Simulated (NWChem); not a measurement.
# stibine (H$_{3}$Sb) in NWChem

SMILES: [SbH3]
```xyz
4

Sb     0.0006     0.0541     0.0000
H     -0.7203    -0.9130     1.2313
H     -0.7203    -0.9130    -1.2313
H      1.4123    -0.9348     0.0000
```
Charge 0, spin multiplicity 1.

All runs are NWChem calculations. All single points use one geometry, from B3LYP/def2-SVP with def2 effective core potentials on Sb, a minimum by its harmonic frequencies.

Symmetry labels belong to the abelian group Cs used in the runs, with the axes of the coordinates shown; states degenerate in a higher group split over its labels.

Effective core potentials replace the inner electrons of Sb; spin-orbit coupling is left out. B3LYP has NWChem's definition, with VWN1-RPA local correlation.

Q: List the lowest 6 singlet excitations that TD-B3LYP/def2-SVPD with def2 effective core potentials on Sb, VWN1-RPA local correlation gives, with oscillator strengths.

A: 
```tsv
state	symmetry	energy (eV)	wavelength (nm)	f
1	a'	6.24	199	0.073
2	a"	6.24	199	0.073
3	a'	6.27	198	0.155
4	a"	7.64	162	0.000
5	a"	8.09	153	0.009
6	a'	8.09	153	0.009
```
